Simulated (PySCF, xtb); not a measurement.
CF2, SMILES [C](F)F (connectivity only; charge and spin as stated), neutral, multiplicity 1.

GFN2-xTB run with xtb at its own geometry gives an orbital gap of 2.59 eV and a dipole moment of 0.41 D.

Geometry: B3LYP-D3(BJ)/def2-TZVP. The isomer is the one that the SMILES or the coordinates give; other isomers of the formula were not compared.

### Question
What does M06-2X/def2-TZVPD (PySCF) give? (An estimate is asked for; the answer gives what the named calculation found.)

### Answer
gap 9.22 eV (levels -10.43 and -1.20 eV), dipole 0.49 D.
